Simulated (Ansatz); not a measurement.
Calculated with Ansatz (gas phase, PBE0-D4/def2-TZVP geometries, no zero-point term in ΔE). CCSD(T)/CBS adds triple-zeta CCSD(T) − MP2 to the extrapolated MP2 energy (def2 sets, frozen cores). This one scheme is used for every species. Functionals use def2-TZVPP. For Ge outer-core shells are correlated without core-valence functions, which leaves a few kJ/mol of doubt a bond. Scalar relativity is left out up to krypton. Each species was taken in one conformer, which may not be the lowest.

Reaction (cleavage of the Si–Ge bond): `CO[SiH](C)[GeH3]` + HCl → `CO[SiH](C)Cl` + GeH₄

CCSD(T)/CBS gives -1.07 eV.

(1) Another level gave -1.05 eV. Which?
A. CCSD(T)/def2-TZVPP
B. PBE-D4/def2-TZVPP
C. SCS-MP2/def2-TZVPP
D. HF/def2-TZVPP

(2) What do rigid-rotor, harmonic-oscillator terms from PBE0-D4/def2-TZVP frequencies (298.15 K, 1 bar) make of the CCSD(T)/CBS value? (Best estimate.)

Largest T1 diagnostic among the species: 0.012.

## Answers

(1) A. CCSD(T)/def2-TZVPP -1.05, PBE-D4 -0.96, SCS-MP2/def2-TZVPP -1.14, HF/def2-TZVPP -1.29 eV.

(2) The calculation gave: ΔZPE = +0.04 eV, ΔH = -1.06 eV, ΔS = -17 J/(mol·K), ΔG = -1.01 eV.

Leaving LDA and LC-ωPBE aside and taking each functional with its dispersion term where it has one, the values, not all of them listed here, spread over 0.19 eV, from B97M-V to PBE-D4. In def2-TZVPP, CCSD(T) changes the Hartree–Fock value by +0.23 eV (the triples alone add +0.02 eV) and MP2 by +0.16 eV. From PBE to PBE0 (25 % exact exchange), in def2-TZVPP and without D4, ΔE moves by −0.06 eV.
